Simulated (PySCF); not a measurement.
One of the candidates below gave these computed data.

All candidates are C5H10O4Si.

- Dipole: 0.53 D [PBE0/pcSseg-1]
- 1H NMR: chemical shifts (computed TMS as zero) by class: 5.17 (1 H), 4.95 (3 H), 1.39 (6 H) ppm [GIAO PBE0/pcSseg-1]
- Rotational structure: rotational constants A, B, C: 3.203, 0.494, 0.458 GHz [GFN2-xTB]
- NMR, other nuclei: isotropic shieldings of nuclei other than C and H, by class: -116 (1 O), -102 (1 O), 93 (1 O), 154 (1 O), 386 (1 Si) ppm [GIAO PBE0/pcSseg-1]
- 13C NMR: chemical shifts (computed TMS as zero) by class: 163.2 (1 C), 163.1 (1 C), 72.7 (1 C), 23.2 (2 C) ppm [GIAO PBE0/pcSseg-1]

Electronic properties: PySCF, gas phase, density fitting. Levels stand in brackets. The structure is a single GFN2-xTB conformer in the gas phase; no vibrational or solvent corrections. Each NMR value is the plain mean over a class of atoms that symmetry, rotation or inversion makes alike.

Question: Which candidate is it?
A. `CC[C@]1(OC=O)CO[SiH2]O1`
B. `CC(C)OC(=O)C(=O)O[SiH3]`
C. `COC(=O)O[C@@H]([SiH3])CC=O`

Answer: B. It is `CC(C)OC(=O)C(=O)O[SiH3]`. Numbering: `[CH3:1][CH:2]([CH3:3])[O:4][C:5](=[O:6])[C:7](=[O:8])[O:9][SiH3:10]`. Its formula, C5H10O4Si, gives 2 degrees of unsaturation: 0 rings and 2 π bonds in the structure found. 5 carbons fall into 4 classes; from least to most shielded: carbonyl carbon [C7] (163.2 ppm), ester carbonyl carbon [C5] (163.1 ppm), sp3 carbon bound to oxygen [C2] (72.7 ppm), methyl carbon [C1/C3] (23.2 ppm, 2 C). Hydrogen classes from least to most shielded: 1 H on an sp3 carbon bound to oxygen, C2 (5.17 ppm), 3 H on an oxygen-bound silicon, Si10 (4.95 ppm), 6 H on 2 methyl carbons, C1/C3 (1.39 ppm, a mean of values up to 0.9 ppm apart in this geometry). The other shieldings belong to: -116 ppm, carbonyl oxygen [O8]; -102 ppm, ester carbonyl oxygen [O6]; 93 ppm, ester single-bonded oxygen [O4]; 154 ppm, oxygen singly bound to a carbonyl carbon [O9]; 386 ppm, oxygen-bound silicon [Si10]. The optimised geometry has point group C1 and is an asymmetric top.

The others, at the same levels:
- `COC(=O)O[C@@H]([SiH3])CC=O` fails: it has 5 carbon classes against 4; its computed 13C shifts are 209.2 (1 C), 165.3 (1 C), 63.8 (1 C), 56.1 (1 C), 50.9 (1 C) ppm, 1H shifts are 9.92 (1 H), 4.56 (1 H), 4.22 (3 H), 4.08 (1 H), 3.94 (3 H), 2.49 (1 H) ppm and rotational constant A is 2.559 GHz (against 3.203 GHz).
- `CC[C@]1(OC=O)CO[SiH2]O1` fails: it has 5 carbon classes against 4; its computed 13C shifts are 165.6 (1 C), 108.7 (1 C), 78.2 (1 C), 39.7 (1 C), 9.2 (1 C) ppm, 1H shifts are 8.13 (1 H), 5.39 (1 H), 5.04 (1 H), 4.59 (1 H), 4.22 (1 H), 1.87 (1 H), 1.53 (1 H), 1.35 (3 H) ppm and rotational constant A is 1.573 GHz (against 3.203 GHz).

Each candidate is one conformer, not necessarily the lowest. Dipoles, sizes and rotational constants follow the conformer. The torsions of the flexible species, by atom-mapped SMILES:
- `[CH3:1][CH:2]([CH3:3])[O:4][C:5](=[O:6])[C:7](=[O:8])[O:9][SiH3:10]`: C1–C2–O4–C5 -83°, C2–O4–C5–O6 -1°, O4–C5–C7–O8 0°, C5–C7–O9–Si10 180°

The conformers of `COC(=O)O[C@@H]([SiH3])CC=O` and `CC[C@]1(OC=O)CO[SiH2]O1` aren't listed.
